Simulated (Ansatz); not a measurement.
Abridged output of a molecular run in Ansatz:

```
Functional definition: HF
1154 factors; integrals over basis functions are off by at most 1.3e-3 eV
mean field evaluation 1: about -11411.4484 eV, gradient 3.1e1 eV
mean field evaluation 2: about -11411.6174 eV, gradient 3.2e1 eV
mean field evaluation 4: about -11414.1926 eV, gradient 3.3e0 eV
mean field evaluation 8: about -11414.2413 eV, gradient 2.3e-1 eV
mean field -11414.24173175 eV, -419.4656467908 hartree, gradient 1.8e-6 eV, S^2 0.000000; 0 other end points of the search recorded, 0 dependent functions left out
8 core orbitals not correlated: weight in the atoms' cores, before any rotation towards them, 1.000 or more for the frozen orbitals, at most 0.000 for the correlated occupied ones
reference -11414.24173175 eV, -419.4656467908 hartree; 11, 11 occupied and 172, 172 virtual orbitals, 1154 factors
second order -17.58188632 eV of doubles, -0.00000000 eV of singles
cycle   1  -17.84344619 eV  change   -2.6e-1 eV  update   9.6e-2
cycle   2  -18.30485456 eV  change   -4.6e-1 eV  update   3.1e-2
cycle   3  -18.42140784 eV  change   -1.2e-1 eV  update   1.6e-2
cycle   4  -18.41351893 eV  change    7.9e-3 eV  update   4.0e-3
cycle   5  -18.41157774 eV  change    1.9e-3 eV  update   1.7e-3
cycle   6  -18.41244353 eV  change   -8.7e-4 eV  update   5.2e-4
cycle   7  -18.41242170 eV  change    2.2e-5 eV  update   1.7e-4
cycle   8  -18.41232134 eV  change    1.0e-4 eV  update   7.4e-5
cycle   9  -18.41232356 eV  change   -2.2e-6 eV  update   2.6e-5
perturbative correction -0.70298852 eV, -0.0258343515 hartree
Total energy: -11433.35704382 eV, -420.1681215527 hartree
```

Its atoms:

Z-matrix (Å, degrees):
```
C
C 1 1.327
F 1 1.337 2 123.5
H 1 1.087 2 126.0 3 180.0
Al 2 1.927 1 118.2 3 180.0
H 2 1.088 1 116.4 3 0.0
H 5 1.584 2 121.1 1 -180.0
H 5 1.587 2 117.0 1 0.0
```

**Question.** Which basis set was used?
A. def2-TZVPP
B. def2-SVPD
C. def2-QZVPP
D. cc-pV(Q+d)Z

**Answer.** A. It gives 191 functions.

**Question.** Write the keys of the input that set method, charge and spin (a neutral closed shell needs none for the last two).

**Answer.** 
```yaml
correlation: {method: ccsd_t}
```
